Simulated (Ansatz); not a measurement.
Spectroscopic constants of CuN, multiplicity 5 (an upper state: multiplicity 3 came lower at CCSD(T)/def2-TZVPP on PBE0 minima). No spin–orbit coupling. Cu is treated without relativity. The T1 diagnostic near the minimum is 0.053, so single-reference values are doubtful.

Seven points along R, fitted to fifth degree in 1/R; most abundant isotopes. Runs in def2 and cc sets follow the lowest solution found near the PBE0 minimum.

Correlated levels freeze the inner cores; with def2 sets outer-core shells near the valence are correlated too.

The values were computed with Ansatz (an electronic-structure program). Each number belongs to the level named beside it.

| level | r_e (Å) | ω_e (cm⁻¹) | ω_e x_e (cm⁻¹) | dipole (D) |
|---|---|---|---|---|
| PBE/def2-TZVPP | 1.826 | … | 8.8 | 0.12 |
| PBE0/def2-TZVPP | 1.875 | 400 | 11 | 0.34 |
| wB97X-V/def2-TZVPP | 1.870 | 394 | 13 | 0.57 |
| CCSD(T)/def2-TZVPP | … | … | 31 | - |

**Question.** Complete the blanks.

**Answer.** 
- CCSD(T)/def2-TZVPP, r_e (Å): 1.853
- CCSD(T)/def2-TZVPP, ω_e (cm⁻¹): 374
- PBE/def2-TZVPP, ω_e (cm⁻¹): 471

Doubts at one or more of the structures used: T1 above 0.05 (CCSD(T)/def2-TZVPP).
